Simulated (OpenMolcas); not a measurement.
**neutral tin: from RASSCF to RASPT2**

```json
{"Program": "OpenMolcas", "Basis": "ANO-R3 [8s7p5d3f2g1h]", "Scalar Hamiltonian": "X2C, finite nucleus", "Active space": "4 electrons in 9 orbitals (RAS2 5s 5p; RAS3 5d, at most 2 electrons)", "State averaging": "2S+1 = 3 even, 3 roots; 2S+1 = 1 even, 6 roots; 2S+1 = 5 odd, 1 root", "Spin-orbit coupling": "state interaction with AMFI integrals over the reference wave functions, term energies averaged over their components"}
```

Methods on the same reference wave functions:
A. RASSCF
B. SS-RASPT2, IPEA 0.25 Eh, imaginary shift 0.1 Eh (closed shells correlated: 4d)

Energies in eV above 5s2 5p2 3P0, the measured ground level; measured values from NIST Handbook of Basic Atomic Spectroscopic Data.

```json
{"Level": "5s2 5p2 3P0", "A": "0.0000", "B": "0.0000", "Measured": "0.0000"}
{"Level": "5s2 5p2 3P1", "A": "0.1750", "B": "0.1830", "Measured": "0.2098"}
{"Level": "5s2 5p2 3P2", "A": "0.3889", "B": "0.384", "Measured": "0.4250"}
{"Level": "5s2 5p2 1D2", "A": "1.2767", "B": "1.059", "Measured": "1.0679"}
{"Level": "5s2 5p2 1S0", "A": "2.4659", "B": "2.143", "Measured": "2.1279"}
```

Deviations, from unrounded energies. A percentage is the sum of absolute deviations over the sum of measured energies, with the sign that they share, or ± where signs differ.

| Against measurement | Levels | A | B |
| --- | --- | --- | --- |
| mean absolute deviation (cm-1) | 4 | 1200 | 180 |
| fine structure of the ground term (%) | 2 | -11.2 | -10.6 |
| other terms of the ground configuration (%) | 2 | +17.1 | ±0.8 |

B lies closest to measurement on these levels. The largest miss of B in the table is 5s2 5p2 3P2, by -330 cm-1. The ranking rests on the paired levels alone, and a cruder setting can come out closer through cancelling errors.

From A to B the spin-free energies of the other terms of 5s2 5p2 shown, above 3P, scale by factors of 0.75 to 0.84.

The lowest spin-free term lies below A's lowest term by 0.498 hartree in B.

CASPT2 does not keep the components of a term degenerate, so their means are used; among the terms shown or strongly mixed into the levels shown the widest spread is 12 cm-1 (5s2 5p2 1D, B). Active for correlation alone: 5d; no level in the range computed is led by a configuration that fills it, so any true level of that kind is missing. Computed and measured levels are paired by configuration, term and J; levels that our copy of the source lacks, or whose pairing is in doubt (as where it misses far off the trend of its configuration), stay unpaired and out of the deviations. Levels of configurations outside the active space are missing. The table leaves out levels that lie high or whose names do not pair safely across all columns.
